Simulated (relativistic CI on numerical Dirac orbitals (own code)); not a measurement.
# Radial parameters of In9+

Computed by Dirac-Coulomb-Breit CI, orbitals from a KLI potential per configuration, a model potential for QED, unscaled Slater integrals (own radial code, finite nucleus).

Slater integrals F^k, G^k are unscaled and averaged over j, outside the closed core [Ar] 3d10; ζ comes from projecting the Hamiltonian with its Breit term on Σ l·s of the shell.

- 4s2 4p6 4d4: F^2(4d,4d) = 105360, F^4(4d,4d) = 70757, ζ(4d) = 3788.1 cm⁻¹; <r>(4d) = 0.9672, <r^2>(4d) = 1.073 (bohr units).
- 4s2 4p5 4d5: ζ(4p) = 40253, F^2(4d,4d) = 105540, F^4(4d,4d) = 70886, F^2(4p,4d) = 111200, G^1(4p,4d) = 141220, G^3(4p,4d) = 88394, ζ(4d) = 3802.5 cm⁻¹; <r>(4p) = 0.8638, <r^2>(4p) = 0.8447, <r>(4d) = 0.9651, <r^2>(4d) = 1.068 (bohr units).
- 4s2 4p6 4d3 4f: F^2(4d,4d) = 105660, F^4(4d,4d) = 70957, ζ(4d) = 3853.1, F^2(4d,4f) = 90923, F^4(4d,4f) = 58862, G^1(4d,4f) = 109310, G^3(4d,4f) = 68716, G^5(4d,4f) = 48654, ζ(4f) = 71.933 cm⁻¹; <r>(4d) = 0.9639, <r^2>(4d) = 1.066, <r>(4f) = 1.195, <r^2>(4f) = 1.67 (bohr units).

Question: Give the Racah parameters of the d shell in 4s2 4p6 4d4.

Answer: B = F²/49 − 5F⁴/441 = 1348 cm⁻¹ and C = 35F⁴/441 = 5616 cm⁻¹.

Averages of the first 10 configurations, taken without configuration mixing, which lowers the lowest level and can move excited configurations by several eV; other configurations of the list can lie among them:

```
    Configuration  Parity  States  Average energy above the lowest level (eV)
      4s2 4p6 4d4    even     210                                         6.4
      4s2 4p5 4d5     odd    1512                                        76.9
   4s2 4p6 4d3 4f     odd    1680                                        77.1
   4s2 4p6 4d3 5s    even     240                                        57.5
   4s2 4p6 4d3 5p     odd     720                                        72.5
       4s 4p6 4d5    even     504                                       126.6
4s2 4p6 4d2 5s 5p     odd     540                                       126.6
   4s2 4p6 4d3 5d    even    1200                                        95.1
4s2 4p6 4d2 4f 5s     odd    1260                                       129.9
   4s2 4p6 4d3 6s    even     240                                       110.2
```
